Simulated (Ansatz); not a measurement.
Reading a saddle point

A first-order saddle point of SiH2BrClF2, singlet, PBE0-D4/def2-TZVP, with one imaginary mode of 326i cm⁻¹:

```csv
atom,x (Å),y (Å),z (Å)
Si1,-0.3580,-0.0517,-0.5396
Cl2,1.0916,-1.1832,0.9649
F3,-0.2736,-1.4242,-1.3576
F4,-1.7854,-0.1374,0.1270
H5,-0.1550,0.8792,-1.6547
H6,1.0983,0.1291,1.4789
Br7,0.3821,1.7882,0.9811
```

Ansatz 0.2.0; basis: def2-TZVPP and def2-QZVPP; cores frozen in the correlated methods. Filled d shells of the heavier atoms are correlated. The def2 sets are not built for correlating such inner shells, so the correlated values are less sure here. Extrapolation: Hartree–Fock as exp(−7.88 √X), correlation as X^−2.97.

Task: Which contacts change along the imaginary mode, and what lies on either side? (Judge from chemistry; the calculation decides.)

Result: The calculation gives: The step is SiHClF₂ ([F][SiH]([F])[Cl]) + HBr → SiHBrF₂ ([F][SiH]([F])[Br]) + HCl, with the molecules in contact on both sides. Shortening one way: Si1–Br7, Cl2–H6; lengthening the same way: Si1–Cl2, H6–Br7.
| pair | one side (Å) | saddle (Å) | other side (Å) |
| --- | --- | --- | --- |
| Si1–Br7 | 3.93 | 2.50 | 2.19 |
| Cl2–H6 | 3.09 | 1.41 | 1.28 |
| Si1–Cl2 | 2.03 | 2.38 | 4.20 |
| H6–Br7 | 1.42 | 1.87 | 2.73 |

Task: Which side is lower, and how far does the saddle lie above each? (To be estimated.)

Result: Computed: The side with Si1–Cl2, H6–Br7 short is lower by 0.095 eV; the saddle lies 1.654 eV above it and 1.559 eV above the other (CCSD(T) at an estimated basis limit (MP2 extrapolated from triple and quadruple zeta, plus CCSD(T) − MP2 in triple zeta); electronic energies).

T1 diagnostic: at most 0.011.

Labels in which every atom is bracketed show which atoms are joined, not bond orders.

For scale, one of the runs: CCSD(T)/def2-TZVPP, 222 basis functions, launched by `ansatz run in.yaml --threads 8 --pin off --events-out ev --progress --plain --max-ram 19148MiB`. Time: 76 s of wall clock on 8 CPU threads of an Arm Neoverse V2; the host was shared. Peak host memory: 3.7 GiB.
